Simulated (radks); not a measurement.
Spherical quantum dot in the effective-mass picture: electrons in a well V = -V0 / (1 + exp((r - R)/a)) with V0 = 12.3, R = 3.18, a = 0.36, all in effective atomic units (hartree* = m*/eps^2 hartree, bohr* = eps/m* bohr), one dielectric constant everywhere. Method: non-relativistic Kohn-Sham, PBE, spin-polarised, spherical densities; computed with a radial shooting solver with Libxc functionals. Levels are named by radial order and angular momentum (1s, 1p, 1d, 2s, ...), and open shells are averaged over m.

N = 17, configuration 1s2 1p6 1d(up 5, down 4). This is the lowest configuration that the search found. Occupied and some empty levels:

level,occupation,eigenvalue (hartree*),<r> (bohr*)
1s up,1,-4.0172,1.827
1s down,1,-4.0022,1.823
1p up,3,-3.6377,2.008
1p down,3,-3.6206,2.006
1d up,5,-3.0740,2.149
1d down,4,-3.0559,2.148
2s up,0,-2.4302,1.607
2s down,0,-2.4223,1.607
1f up,0,-2.3645,2.267
1f down,0,-2.3459,2.267
2p up,0,-1.5980,1.871
2p down,0,-1.5872,1.871

Energy (hartree*): total -118.610, kinetic 18.265, external -192.33, Hartree 63.694, exchange-correlation -8.2425.

Electron density:

r (bohr*),n(r) (e/bohr*^3)
0.191,0.03669
0.511,0.05348
0.830,0.09236
1.15,0.1565
1.47,0.2311
1.79,0.2763
2.11,0.2481
2.43,0.1513
2.75,0.05677
3.07,0.01269
3.39,0.001798
3.71,0.0001826
4.03,0.00001581
